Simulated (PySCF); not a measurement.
C4H10Si2, SMILES C#C[SiH2][SiH2]CC.

Geometry optimised at B3LYP-D3(BJ)/def2-SVP. This is a generated structure with no PubChem entry under its InChIKey; it may be hypothetical. The values are those of a single conformer.

Two levels are set side by side: PBE/def2-TZVP (PySCF) and M06-2X/def2-TZVP (PySCF). Same geometry, gas phase. Differences are taken from unrounded values.

```
quantity                     M06-2X
---------------------------  ------
orbital gap (eV)               9.21
highest occupied level (eV)   -8.64
lowest empty level (eV)        0.57
dipole moment (D)              1.06
mean polarisability (bohr³)   101.0
```

### Question
What does PBE give, and how far is it from M06-2X? (The exact figures need the calculation; the answer reports its results.)

### Answer

```tsv
quantity	PBE	PBE minus M06-2X
orbital gap (eV)	5.33	-3.88
highest occupied level (eV)	-6.50	2.14
lowest empty level (eV)	-1.17	-1.74
dipole moment (D)	1.21	0.15
mean polarisability (bohr³)	105.5	4.5
```

Without exact exchange PBE keeps part of each electron's self-repulsion, which lifts occupied levels and narrows the gap. PBE's more diffuse valence density responds more strongly to a field. Differences between two approximate levels are no errors against the true value.

Rough cost on one machine, each run with all the roots and properties that it gave: M06-2X against PBE about 3 times.
